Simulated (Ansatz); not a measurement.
The same path of C$_{3}$H$_{10}$AlN (15 atoms, charge 0, multiplicity 1) was run twice with different band settings. The coordinate that changes most is the dihedral H6–N1–C2–H9.

Theory: Ansatz, RKS PBE-D4/def2-SVP.

Relaxed end points:

```xyz
15
Properties=species:S:1:pos:R:3
N -0.603 1.587 1.570
C -0.626 0.657 0.476
C 0.086 -0.664 0.781
C 0.147 -1.543 -0.482
Al 0.776 -0.314 -1.913
H 0.356 1.869 1.807
H -1.141 2.438 1.376
H -1.681 0.456 0.188
H -0.157 1.074 -0.500
H -0.421 -1.152 1.642
H 1.119 -0.429 1.126
H 0.812 -2.418 -0.326
H -0.859 -1.950 -0.724
H -0.045 -0.048 -3.269
H 2.214 0.387 -1.723
```

```xyz
15
Properties=species:S:1:pos:R:3
N -0.191 1.649 1.816
C -0.434 0.912 0.580
C 0.075 -0.528 0.681
C -0.117 -1.322 -0.620
Al 0.911 -0.700 -2.190
H -0.514 2.619 1.719
H -0.761 1.245 2.572
H -1.507 0.885 0.247
H 0.120 1.428 -0.240
H -0.449 -1.028 1.529
H 1.147 -0.488 0.971
H 0.187 -2.386 -0.472
H -1.196 -1.386 -0.891
H 0.482 -1.156 -3.668
H 2.225 0.207 -2.004
```

Common settings: movable images 7; climbing image yes; spring 5.0 eV/Å²; optimiser quadratic models (default); start path IDPP; force threshold 0.05 eV/Å; end points relaxed.

| run | iteration limit |
| --- | --- |
| 1 | 60 |
| 2 | 10 |

**Question.** What does each run give, and how far can it be trusted?

**Answer.** Run 1: converged after 8 iterations, highest image 0.152 eV above the first end. A vibrational analysis at the climbing image gives one clearly imaginary mode, 254i cm⁻¹: a first-order saddle point.
Run 2: converged after 8 iterations, highest image 0.152 eV above the first end. Another band between the same ends (7 images) ends at a top of the same energy, where a vibrational analysis finds 1 clearly imaginary mode.
